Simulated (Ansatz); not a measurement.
Geometry optimisation, Ansatz, DFT PBE, scalar-relativistic, plane waves, PAW.

input.yaml

```yaml
accuracy: low
crystal:
  lattice:
    - [5.048742, 0.0, 0.0]
    - [0.0, 5.048742, 0.0]
    - [0.0, 0.0, 17.1647]
  atoms:
    - { symbol: H, position: [0.4277868, 0.0, 0.0582591] }
    - { symbol: H, position: [0.0722132, 0.0, 0.0582591] }
    - { symbol: H, position: [0.9277868, 0.0, 0.0582591] }
    - { symbol: H, position: [0.5722132, 0.0, 0.0582591] }
    - { symbol: H, position: [0.4277868, 0.5, 0.0582591] }
    - { symbol: H, position: [0.0722132, 0.5, 0.0582591] }
    - { symbol: H, position: [0.9277868, 0.5, 0.0582591] }
    - { symbol: H, position: [0.5722132, 0.5, 0.0582591] }
    - { symbol: C, position: [0.25, 0.0, 0.0952362] }
    - { symbol: C, position: [0.75, 0.0, 0.0952362] }
    - { symbol: C, position: [0.25, 0.5, 0.0952362] }
    - { symbol: C, position: [0.75, 0.5, 0.0952362] }
    - { symbol: C, position: [0.25, 0.25, 0.1472324] }
    - { symbol: C, position: [0.75, 0.25, 0.1472324] }
    - { symbol: C, position: [0.25, 0.75, 0.1472324] }
    - { symbol: C, position: [0.75, 0.75, 0.1472324] }
    - { symbol: C, position: [0.0, 0.25, 0.1992286] }
    - { symbol: C, position: [0.5, 0.25, 0.1992286] }
    - { symbol: C, position: [0.0, 0.75, 0.1992286] }
    - { symbol: C, position: [0.5, 0.75, 0.1992286] }
    - { symbol: C, position: [0.0, 0.0, 0.2512249] }
    - { symbol: C, position: [0.5, 0.0, 0.2512249] }
    - { symbol: C, position: [0.0, 0.5, 0.2512249] }
    - { symbol: C, position: [0.5, 0.5, 0.2512249] }
    - { symbol: C, position: [0.25, 0.0969069, 0.3008908] }
    - { symbol: C, position: [0.75, 0.0969069, 0.3008908] }
    - { symbol: C, position: [0.25, 0.4030931, 0.2799175] }
    - { symbol: C, position: [0.75, 0.4030931, 0.2799175] }
    - { symbol: Cl, position: [0.1177845, 0.0812259, 0.4453734] }
    - { symbol: Cl, position: [0.4367802, 0.3161031, 0.4482863] }
basis:
  ecutwfc: 420.0
kpoints:
  mp_grid: { grid: [2, 2, 1] }
hamiltonian:
  xc: pbe
  pseudopotentials: { kind: paw, azcp: { folder: soft_1 } }
scf:
  occupations: { method: fermi_dirac, width: 0.05 }
  lower_state_search: "off"
relax:
  f_tol: 0.08
  max_steps: 25
  adjacent_minimum: "off"
  constraints: [{ sites: [0, 1, 2, 3, 4, 5, 6, 7, 8, 9, 10, 11, 12, 13, 14, 15] }]
```

Run as:

```bash
$ ansatz run input.yaml --threads 1 --pin off --max-ram 3072MiB --backend cpu --events-out ev --progress --plain --runs-dir out
```

Question: Where does it end, and by what steps?

Answer: The forces met the threshold. The threshold is loose, so the end isn't yet a minimum. The force dipped under the threshold on the way, but the program's further checks kept it going. Limits of this set-up: coarse k mesh, thin slab, slab without dipole correction, no dispersion correction for a molecule that may bind weakly, low accuracy level. After 9 steps the energy has fallen by 3.934 eV; Cl30 moved furthest, 1.64 Å.

```tsv
step	energy less start (eV)	largest force component (eV/Å)	accepted
0	0.0000	5.291	yes
1	-2.3290	3.172	yes
2	-3.4236	1.884	yes
3	-3.7325	0.702	yes
4	-3.8322	0.230	yes
5	-3.8812	0.114	yes
6	-3.9076	0.070	yes
7	-3.9219	0.076	yes
8	-3.9297	0.068	yes
9	-3.9337	0.063	yes
```

```xyz
30
Lattice="5.0487 0.0000 0.0000 0.0000 5.0487 0.0000 0.0000 0.0000 17.1647" Properties=species:S:1:pos:R:3
H 2.160 0.000 1.000
H 0.365 0.000 1.000
H 4.684 0.000 1.000
H 2.889 0.000 1.000
H 2.160 2.524 1.000
H 0.365 2.524 1.000
H 4.684 2.524 1.000
H 2.889 2.524 1.000
C 1.262 0.000 1.635
C 3.787 0.000 1.635
C 1.262 2.524 1.635
C 3.787 2.524 1.635
C 1.262 1.262 2.527
C 3.787 1.262 2.527
C 1.262 3.787 2.527
C 3.787 3.787 2.527
C 0.000 1.262 3.332
C 2.524 1.262 3.332
C 0.000 3.787 3.523
C 2.524 3.787 3.523
C 0.000 0.086 4.362
C 2.524 0.085 4.363
C 0.000 2.438 4.363
C 2.524 2.437 4.363
C 1.262 0.569 5.047
C 3.786 0.570 5.042
C 1.262 1.953 5.043
C 3.786 1.954 5.046
Cl 0.568 0.162 9.140
Cl 2.044 1.532 9.323
```

Whether the end is a true minimum wasn't checked by a vibrational analysis.

Run time: 61 s on 1 thread of Arm Neoverse V2, with other jobs on the host, peak memory 0.61 GiB.
